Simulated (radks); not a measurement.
The numbers below are computed, except where a source is named.
Q: The mean radii <r> (bohr) of the occupied orbitals of an atom or ion are listed with their occupations. Level of theory: scalar-relativistic Kohn-Sham, LDA (Slater exchange, Perdew-Wang correlation), spin-polarised, spherical densities, finite nucleus; Fermi nuclear charge, rms radius of each element as measured or else 0.836 A^(1/3) + 0.57 fm (a radial shooting solver on a logarithmic mesh with Libxc functionals).

| orbital | occ. | <r> |
|---|---|---|
| 1s up | 1 | 0.01581 |
| 1s down | 1 | 0.01581 |
| 2s up | 1 | 0.06653 |
| 2s down | 1 | 0.06653 |
| 2p up | 3 | 0.06056 |
| 2p down | 3 | 0.06056 |
| 3s up | 1 | 0.1717 |
| 3s down | 1 | 0.1717 |
| 3p up | 3 | 0.1738 |
| 3p down | 3 | 0.1737 |
| 3d up | 5 | 0.1575 |
| 3d down | 5 | 0.1574 |
| 4s up | 1 | 0.3758 |
| 4s down | 1 | 0.3759 |
| 4p up | 3 | 0.4004 |
| 4p down | 3 | 0.4005 |
| 4d up | 5 | 0.4182 |
| 4d down | 5 | 0.4182 |
| 4f up | 7 | 0.4278 |
| 4f down | 6 | 0.4276 |
| 5s up | 1 | 0.7884 |
| 5s down | 1 | 0.7876 |
| 5p up | 3 | 0.8681 |
| 5p down | 3 | 0.8676 |
| 5d up | 2 | 0.9876 |

Name the element and its charge. Open shells, if any, are filled with parallel spins first.

A: Z = 83, bismuth, charge +14: Bi14+ in [Xe] 4f13 5d2. The 1s radius gives Z: for a bare nucleus <r> = (2 gamma + 1)/(2Z) with gamma = sqrt(1 - (Z/c)^2), 0.01561 bohr for Z = 83, and screening makes it slightly larger (0.01581 here). The occupations add up to 69, and the charge is Z minus that.
